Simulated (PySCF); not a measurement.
Computed shifts of a molecule CH8FNSi2, PBE/pcSseg-1 in PySCF, GIAO, gas phase, atoms alike by connectivity averaged where their shifts nearly agree, in ppm (number of nuclei): ¹⁵N: 42.9 (1). ¹³C: 31.3 (1). ²⁹Si: 9.9 (1), -73.6 (1). ¹⁹F: -291.9 (1). ¹H: 6.10 (2), 3.96 (1), 3.71 (1), 3.17 (1), 3.02 (1), 0.34 (2). References: ¹⁵N against NH3 (σ = 267.0 ppm); ¹³C against TMS (σ = 182.0 ppm); ²⁹Si against TMS (σ = 335.4 ppm); ¹⁹F against CFCl3 (σ = 133.6 ppm); ¹H against TMS (σ = 31.49 ppm), references at their B3LYP-D3(BJ)/def2-TZVP geometries, non-relativistic. Geometry: PBE0-D3(BJ)/def2-SVP. Other conformers were not sampled.

Problem. Which molecule gave these data?
A) C[Si@@](N)(F)[SiH3]
B) N[Si@H]([SiH3])CF
C) NC[SiH2][SiH2]F
D) CN[SiH2][SiH2]F

Solution. C, NC[SiH2][SiH2]F
